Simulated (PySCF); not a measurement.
**Relaxation of triplet HAuS**

All numbers come from UPBE0/[Au def2-TZVP with ECP60, S def2-TZVP, H def2-TZVP], scalar-relativistic core potentials, density fitting, no spin–orbit coupling, PySCF. A (50,194) grid was used.

A hand-made bent start, of Cs symmetry, held to at least that symmetry:

Coordinates in bohr (charge 0 multiplicity 3):
```
Au    0.4522    0.0000   -0.3314
S    -2.8760    0.0000    1.9990
H     2.8671    0.0000    1.3595
```

Q: What does it relax to?

A: It ends at Cs with Au–H 1.607 Å, Au–S 2.219 Å; H–Au–S 156.7° (after a last refinement on a finer grid). A frequency run shows a minimum. Other isomers or separated fragments may lie lower.

Q: How much energy is released, and in how many steps?

A: 51.1 kJ/mol in 8 steps.

Open d and f shells are described by one determinant, and the ground state may have another occupation or spin. No spin–orbit coupling is included, which matters more the heavier the element.

The relaxation took about 40 core-seconds on a shared host.
